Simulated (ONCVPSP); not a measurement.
**Sr: one change to an ONCV potential, before and after**

* Element: strontium (Sr)
* Generator: ONCVPSP 4.0.1
* Type: optimised norm-conserving Vanderbilt (ONCV)
* Functional: LDA (Perdew-Wang 92)
* Relativity: non-relativistic
* Frozen core: [Ar] 3d10
* Valence charge: 10
* Reference configuration: 4s2 4p6 5s1.75 5p0.25
* Partial waves: 4s+5s: rc 2.05 bohr, ncon 4, nbas 8, qcut 4.7 1/bohr, 2 projectors; 4p+5p: rc 2.75 bohr, ncon 4, nbas 7, qcut 5.6 1/bohr, 3 projectors, debl 0.6 Ha; d scattering state at 0.22 Ha: rc 2.55 bohr, ncon 3, nbas 7, qcut 4.1 1/bohr, 2 projectors, debl 1.7 Ha
* Local potential: polynomial inside 1.85 bohr (lpopt 5, dvloc0 3 Ha)
* Core correction: Teter function, fcfact 4.75, rcfact 1

In the d channel the program set the typed energies aside and used 0.050, 1.750 Ha.

Change: p: qcut 8.3.

Cutoffs: the cutoffs (Ha) at which the residual kinetic energy of the hardest occupied pseudo-wave falls to 1 and 0.1 mHa per electron; they do not see the model core or the augmentation charge, which bear on the density cutoff. Errors are all-electron minus pseudo energies relative to the spin-unpolarised reference configuration.

Q: Predict the effect on cutoff, ghosts and configuration errors.

A: The potential gets neither clearly harder nor softer (9.0 Ha and 15 Ha → 9.0 Ha and 15 Ha); the errors of the 4 common tests hardly move; the range in which the p phases agree narrows (upper end at the end of the scan → 3.8); neither file shows a bound ghost.

| quantity | base | changed |
| --- | --- | --- |
| cutoff, loose | 9.0 Ha | 9.0 Ha |
| cutoff, tight | 15 Ha | 15 Ha |
| loose cutoff by channel | s 9.0 Ha, p 8.2 Ha | s 9.0 Ha, p 7.9 Ha |
| bound ghosts | none | none |
| GHOST(+) flags under 300 eV | none | none |
| error for 4s2 4p6 5s2 5p0, meV [ΔE -0.56 eV] | 0.0 | 0.0 |
| error for 4s2 4p6 5s1 5p0, meV [ΔE 5.41 eV] | -0.1 | -0.1 |
| error for 4s2 4p6 5s0 5p0, meV [ΔE 16.41 eV] | -1.3 | -1.4 |
| error for 4s2 4p6 4d0.5 5s1.5 5p0, meV [ΔE 0.44 eV] | +0.7 | +0.7 |
| s: phases at 2.08 bohr within 0.05 rad from the reference energy up to (Ha; the scan ends near 5) | to the end of the scan | to the end of the scan |
| p: phases at 2.79 bohr within 0.05 rad from the reference energy up to (Ha; the scan ends near 5) | to the end of the scan | 3.8 |
| d: phases at 2.59 bohr within 0.05 rad from the reference energy up to (Ha; the scan ends near 5) | 4.8 | 4.8 |
| rms error of d²Exc/dni dnj with the model core, mHa | 1.55 | 1.55 |
